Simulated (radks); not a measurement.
Task: Neutral technetium, configuration [Kr] 4d5 5s1.75 5p0.25 (fractional occupations, a model configuration). Calculated with a radial shooting solver on a logarithmic mesh with Libxc functionals: non-relativistic Kohn-Sham, r2SCAN, spin-polarised, spherical densities, point nucleus; open shells are filled with parallel spins first (spin-orbit coupling, left out, can overturn this in heavy ions); meta-GGA in the generalised Kohn-Sham scheme; relativity is left out, which matters for an element this heavy. Some entries of the table are withheld. Estimate them.

orbital  occ.  eigenvalue (eV)  <r^2> (bohr^2)
1s down     1        -20362.03        0.001682
1s up       1        -20362.02        0.001682
2s up       1        -2867.018         0.02811
2s down     1        -2866.043         0.02810
2p up       3        -2644.155         0.02140
2p down     3        -2643.468         0.02140
3s up       1        -502.9656          0.2079
3s down     1        -502.7190          0.2079
3p up       3        -415.8648          0.2059
3p down     3        -415.4924          0.2058
3d up       5        -256.8755          0.1903
3d down     5        -256.1206          0.1901
4s up       1         -73.4097           1.354
4s down     1         -69.1221           1.331
4p up       3              (1)           1.625
4p down     3              (2)           1.595
4d up       5          -9.3031           3.334
5s up       1              (3)           12.13
4d down     0          -4.5114           4.111
5s down  0.75              (4)           16.43
5p up    0.25          -1.8444           22.53
5p down     0          -1.0295           26.50

Result: 
(1) 4p up eigenvalue (eV): -47.9899
(2) 4p down eigenvalue (eV): -43.3874
(3) 5s up eigenvalue (eV): -5.8242
(4) 5s down eigenvalue (eV): -4.0524
